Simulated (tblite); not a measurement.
Compound: C7H10O2Si.
Geometry (GFN2-xTB, Å), atoms numbered from 1 in this order:
```
atom  x, y, z in Å
C1    -3.095   -1.511   -1.642
C2    -2.096   -0.726   -0.961
C3    -1.262   -0.067   -0.391
Si4    0.044    0.879    0.474
C5    -0.080    2.764    0.369
C6     1.073    0.075    1.815
C7     1.816    0.114    0.466
C8     1.933   -1.137   -0.250
O9     1.265   -2.133   -0.070
O10    2.871   -1.094   -1.232
H11   -2.704   -2.511   -1.826
H12   -3.352   -1.048   -2.594
H13   -3.993   -1.586   -1.028
H14   -1.010    3.102    0.814
H15    0.739    3.245    0.894
H16   -0.066    3.103   -0.662
H17    0.827   -0.928    2.135
H18    1.530    0.656    2.604
H19    2.682    0.755    0.374
H20    2.875   -1.942   -1.700
```

Computed values, GFN2-xTB/tblite, gas phase, harmonic and unscaled. Against measured fundamentals such values can be off by several per cent, at times by over 20. One conformer, not necessarily the lowest.

Harmonic wavenumbers (cm⁻¹): 34.7, 39.5, 53.8, 80.1, 101.7, 105.4, 125.4, 149.0, 215.5, 229.7, 247.5, 311.5, 314.5, 407.7, 489.7, 559.8, 599.3, 624.3, 691.2, 713.4, 756.8, 807.1, 830.8, 840.8, 888.3, 903.4, 1010.4, 1013.0, 1052.2, 1062.8, 1081.0, 1102.8, 1131.0, 1193.5, 1322.9, 1368.0, 1377.7, 1414.4, 1439.9, 1440.9, 1472.0, 1484.0, 1736.3, 2315.0, 3004.9, 3008.0, 3015.6, 3045.0, 3048.1, 3053.9, 3055.2, 3063.1, 3080.4, 3474.5.

A = 1201, B = 872.1, C = 593.6 MHz; mass 154.045 u (most abundant isotopes); point group C1, symmetry number 1.

Question: What is the zero-point energy?

Answer: Half the sum of the wavenumbers: 32994 cm⁻¹ = 394.69 kJ/mol.

Question: What is S at 273.15 K and 1 bar for an ideal gas of classical rigid rotors and harmonic oscillators?

Answer: Translation 169.86, rotation 127.04, vibration 177.02: S = 473.9 J/(mol K).

Question: And Cp and H(273.15 K) − H(0)?

Answer: Cp = 183.95 J/(mol K), of which vibrations give 150.69 (their classical limit is 54 R = 449.0); H(273.15 K) − H(0) = 32.50 kJ/mol without the zero-point energy, 23.42 from vibrations.

Question: How do the functions run with temperature in this model?

Answer: 
```tsv
T (K)	S (J/(mol K))	Cp (J/(mol K))	H − H(0) (kJ/mol)	G − H(0) (kJ/mol)	ln q(vib)
150	381.5	130.0	13.19	-44.04	6.00
250	458.1	173.7	28.36	-86.16	10.10
298.15	490.5	194.9	37.24	-109.01	11.91
400	553.7	236.3	59.25	-162.24	15.55
600	662.0	298.0	113.10	-284.13	22.10
900	794.9	356.4	211.98	-503.42	30.80
```

q(vib) and H(0) count from the zero-point level.

Question: Blend soft modes into free rotors: weight 1/[1 + (100 cm⁻¹/ν̃)⁴] for the oscillator and the rest for a rotor with moment μB/(μ + B), μ = h/(8π²ν), B = 10⁻⁴⁴ kg m². What vibrational entropy results?

Answer: 156.17 J/(mol K) in place of 177.02, which changes −T·S at 273.15 K by +5.70 kJ/mol.

Question: What must be added to the electronic energy to get the Gibbs energy at 273.15 K and 1 bar?

Answer: ZPE + [H(273.15 K) − H(0)] − T·S = 394.69 + 32.50 − 129.45 = 297.74 kJ/mol.

Hindered rotation and anharmonicity are outside this model. Other conformers, if any are populated, would add a mixing term that is left out. The structure is chiral; the term R ln 2 for an equal mix with its mirror image is left out.

On one thread, Arm Neoverse N1 (aarch64), no GPU, shared host with 64 logical CPUs at a one-minute load of 63, this took 1.8 s wall. The figure is for the frequency step alone.
